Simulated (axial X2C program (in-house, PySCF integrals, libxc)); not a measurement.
# Ω levels of HYbH⁺ from open-shell CI on f13 s0

Calculated with an axial X2C code built on PySCF integrals: two-component X2C with atomic mean-field Coulomb and Gaunt terms, basis H dyall-v3z, Yb dyall-v3z (cores contracted in-house). Orbitals come from Hartree–Fock averaged over the configuration Yb f13 s0; CI then distributes these electrons over the f, s shells of Yb.

H–Yb–H held linear, both bonds 1.992 Å (near the minimum of the configuration average).

Lowest levels of this model:

```csv
Ω,energy (cm⁻¹),g∥,configuration
1/2,0,1.23,100% f13
3/2,771,3.50,100% f13
5/2,1652,5.78,100% f13
7/2,2936,8.00,100% f13
1/2,10232,0.77,100% f13
3/2,11250,2.50,100% f13
5/2,12713,4.22,100% f13
```

g∥ is the magnitude of 2⟨Lz + ge Sz⟩ for the +Ω component.

Problem. From Ω and g∥ of the lowest level, whose 2⟨Lz + ge Sz⟩ is positive, find ⟨Sz⟩ and ⟨Lz⟩ (ge = 2.0023).

Solution. Ω = ⟨Lz⟩ + ⟨Sz⟩ = 1/2 and ⟨Lz⟩ + ge⟨Sz⟩ = 0.615, so ⟨Sz⟩ = 0.11 and ⟨Lz⟩ = 0.39.

Occupations of the active spinors in the lowest level by ω, shell by shell in order of energy: -7/2: 1.00; -5/2: 1.00 1.00; -3/2: 1.00 1.00; -1/2: 1.00 0.00 0.00; 1/2: 1.00 1.00 0.00; 3/2: 1.00 1.00; 5/2: 1.00 1.00; 7/2: 1.00. The leading determinant has weight 1.00 among 67.

This point took 2.1 s on 1 thread of Arm Neoverse N1 (shared host).

Dynamic correlation is missing, so gaps between terms are too wide and other configurations may lie lower; the lowest level listed is that of this model, not necessarily the ground state. At most 4 roots were kept for each Ω > 0 (twice that for Ω = 0) within 2.2 eV of the lowest, so higher up levels can be missing between those listed; levels with Ω > 0 are doubly degenerate and listed once, Ω = 0 levels singly. States that fill the shells left empty in the average are placed too high. The molecule was held linear; bending was not examined.
